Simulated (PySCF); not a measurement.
# Excitation energy of Xe by level of theory

Xe [Xe] (1S) → Xe [Kr] 4d10 5s2 5p5 6s1 (3P), as a difference of total energies. Calculation: PySCF 2.14, in aug-cc-pV5Z-PP with ECP28MDF; scalar relativity through the core potential. Correlated levels: valence: 4s2 4p6 4d10 frozen. The calculations carry no spin-orbit coupling.

| method | excitation energy (eV) |
| --- | --- |
| UHF | 8.135 |
| LDA | 8.611 |
| PBE | 8.452 |
| PBE0 | 8.606 |
| r2SCAN | 8.759 |
| BLYP | 8.409 |
| M06-L | 8.845 |
| revPBE | 8.449 |
| MP2 (valence) | 8.760 |
| SCS-MP2 (valence) | 8.809 |

How much does correlation contribute at MP2 (valence)?

8.760 − (8.135) = 0.625 eV, measured against UHF.

The promoted electron is Rydberg-like, and one or two diffuse shells describe it only roughly, which tends to raise the upper state.
